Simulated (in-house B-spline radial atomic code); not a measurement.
A fraction x of an electron is removed from 5p in Dy II (Dy+), starting from [Xe] 4f10 6s1 and keeping the highest spin. Method: scalar-relativistic (X2C) PW91, spin-polarised, spherical fractional occupations, Fermi nucleus of rms radius 5.2218 fm. Calculated with an all-electron radial atomic-structure program (B-spline basis).

```json
{"x": "0", "E(x) - E(0) (eV)": "0.0000", "5p down level (eV)": "-31.095"}
{"x": "0.14", "E(x) - E(0) (eV)": "4.4623", "5p down level (eV)": "-32.657"}
{"x": "0.33", "E(x) - E(0) (eV)": "10.8716", "5p down level (eV)": "-34.817"}
{"x": "0.38", "E(x) - E(0) (eV)": "12.6269", "5p down level (eV)": "-35.392"}
{"x": "0.5", "E(x) - E(0) (eV)": "16.9573", "5p down level (eV)": "-36.784"}
{"x": "0.6", "E(x) - E(0) (eV)": "20.6942", "5p down level (eV)": "-37.955"}
{"x": "0.69", "E(x) - E(0) (eV)": "24.1579", "5p down level (eV)": "-39.017"}
{"x": "0.76", "E(x) - E(0) (eV)": "?", "5p down level (eV)": "?"}
{"x": "0.88", "E(x) - E(0) (eV)": "?", "5p down level (eV)": "?"}
{"x": "1", "E(x) - E(0) (eV)": "36.8266", "5p down level (eV)": "-42.729"}
```

Question: What belongs in the row x = 0.76?

Answer: An energy change of 26.9182 eV; 5p down at -39.848 eV.

Question: What belongs in the row x = 0.88?

Answer: An energy change of 31.7860 eV; 5p down at -41.283 eV.

Question: Check Janak's theorem between x = 0.14 and 0.33.

Answer: The slope of the energy is 33.73 eV; the orbital levels give 33.74 eV (-ε of the emptying orbital, averaged over the two points).
